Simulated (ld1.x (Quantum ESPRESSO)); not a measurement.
Cutoff test, copper (Cu), PAW

copper (Cu), PAW, made with ld1.x (Quantum ESPRESSO) 7.5 (LDA (PZ), scalar-relativistic). Core [Ne], reference 3s2 3p6 3d10 4s1 4p0. Waves: 3s (bound): rcut 0.95, rcutus 1.10 bohr; 4s (bound): rcut 0.95, rcutus 1.10 bohr; 3p (bound): rcut 1.50, rcutus 1.65 bohr; 4p (bound, empty): rcut 1.50, rcutus 1.65 bohr; 3d (bound): rcut 1.10, rcutus 1.25 bohr; 3d channel at 0.4 Ry: rcut 1.10, rcutus 1.25 bohr. Local part: all-electron potential smoothed inside 0.95 bohr (lloc = -1). Core correction: Bessel-smoothed model core, default radius (core density twice the valence density). Augmentation charge: PSQ, inside the norm-conserving radii.

The pseudo-atom Hamiltonian at the reference potential is diagonalised in spherical Bessel functions j_l(qr) that vanish at 20 bohr, with q² up to the cutoff. All-electron valence levels (Ry): 3s -8.3899, 4s -0.3576, 3p -5.2942, 4p -0.0577, 3d -0.3913.

Q: How do the lowest levels (Ry) of each channel move with the cutoff, and are there ghosts?

A:

| cutoff (Ry) | s #1 | s #2 | p #1 | p #2 | p #3 | d #1 | f #1 | Σ f·Δε (mRy) |
| --- | --- | --- | --- | --- | --- | --- | --- | --- |
| 8 | -6.6870 | -0.2254 | -0.8956 | -0.0010 | 0.0796 | 0.0656 | 0.1137 | 34500.0 |
| 18 | -8.1224 | -0.3149 | -5.1343 | -0.0572 | 0.0550 | 0.0653 | 0.1137 | 6104.4 |
| 40 | -8.3853 | -0.3491 | -5.2937 | -0.0577 | 0.0549 | -0.2479 | 0.1137 | 1455.8 |
| 60 | -8.3894 | -0.3561 | -5.2942 | -0.0577 | 0.0549 | -0.3880 | 0.1137 | 37.3 |
| 110 | -8.3899 | -0.3575 | -5.2942 | -0.0577 | 0.0549 | -0.3912 | 0.1137 | 1.8 |
| 180 | -8.3900 | -0.3576 | -5.2942 | -0.0577 | 0.0549 | -0.3913 | 0.1137 | 0.2 |
| 400 | -8.3900 | -0.3576 | -5.2942 | -0.0577 | 0.0549 | -0.3914 | 0.1137 | 0.0 |

Result: no extra level below or beside the all-electron valence levels (s, p, d, f tested); 10 mRy is reached at 90 Ry and 1 mRy at 140 Ry.
